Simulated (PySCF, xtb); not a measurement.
Al(F)(Cl)(OEt) (C₂H₅AlClFO), SMILES [F][Al]([O]CC)[Cl].

GFN2-xTB (xtb) at its own geometry gives an orbital gap of 4.21 eV and a dipole moment of 2.11 D.

The structure is a stationary point at B3LYP-D3(BJ)/def2-SVP. Other conformers were not sampled.

Task: What does CAM-B3LYP/def2-TZVP (PySCF) give? (An estimate is asked for; the answer gives what the named calculation found.)

Result: gap 10.00 eV (levels -10.01 and 0.00 eV), dipole 2.09 D.
